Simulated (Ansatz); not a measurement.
# A rate constant, worked out

An elementary step of AlNH₆O₃, closed shell (AlH₃O₃ ([OH][Al]([OH])[OH]) + NH₃ → AlNH₄O₂ ([NH2][Al]([OH])[OH]) + H₂O (still joined by a long Al–O bond); Al–O, H–N broken or loosened, Al–N, O–H formed or tightened). The start structure is the complex of the reactants, bound by 1.31 eV, and the electronic barrier above it is 1.162 eV by CCSD(T) at an estimated basis limit (MP2 extrapolated from triple and quadruple zeta, plus CCSD(T) − MP2 in triple zeta). Ansatz 0.2.0; basis: def2-TZVPP and def2-QZVPP; cores frozen in the correlated methods. Extrapolation: Hartree–Fock as exp(−7.88 √X), correlation as X^−2.97. Harmonic wavenumbers at PBE0-D4/def2-TZVP (Ansatz 0.2.0), in cm⁻¹:

Start: 91, 92, 92, 205, 206, 251, 252, 257, 299, 474, 627, 627, 632, 665, 666, 702, 865, 865, 1211, 1652, 1652, 3492, 3616, 3616, 3971, 3972, 3973.

Saddle: 746i, 146, 182, 200, 211, 261, 279, 366, 456, 550, 600, 625, 648, 682, 698, 738, 818, 846, 903, 1520, 1572, 1961, 3570, 3658, 3889, 3979, 3984.

Q: Work out the transition-state-theory rate constant at 500 K from these numbers alone (harmonic vibrations; rotation, path degeneracy and anharmonicity left out), and the Wigner tunnelling factor. Use 1 cm⁻¹ = 1.2398 × 10⁻⁴ eV and k_B = 8.617 × 10⁻⁵ eV/K.

A: Zero-point energies, half the sums: start 35023/2 cm⁻¹ = 2.1711 eV; saddle, real modes only, 33342/2 cm⁻¹ = 2.0669 eV.
Barrier with zero-point energy: 1.162 + 2.0669 − 2.1711 = 1.0578 eV.
k_BT = 0.04309 eV, so the barrier is 24.55 k_BT.
Vibrational partition functions from the zero-point level, ln q = −Σ ln(1 − exp(−hν/k_BT)): start 10.039, saddle 7.050.
k = (k_BT/h) exp(ln q‡ − ln q) exp(−E0/k_BT), with log₁₀(k_BT/h in s⁻¹) = 13.02: log₁₀ k = 13.02 + (-2.989 − 24.55)/2.3026 = 1.06, so k ≈ 1 × 10^(1) s⁻¹.
Wigner factor: 1 + (hν‡/k_BT)²/24 = 1 + (2.15)²/24 = 1.19. A change of 1 kcal/mol (0.043 eV) in the barrier would change k by a factor of 2.7 at this temperature.

The T1 diagnostic stays at or below 0.012.

Labels in which every atom is bracketed show which atoms are joined, not bond orders.

For scale, one of the runs: CCSD(T)/def2-TZVPP, 250 basis functions, launched by `ansatz run in.yaml --threads 8 --pin off --events-out ev --progress --plain --max-ram 19148MiB`. Hardware: 8 CPU threads of an Arm Neoverse V2, shared host. Wall time 93 s; peak host memory 5.6 GiB.
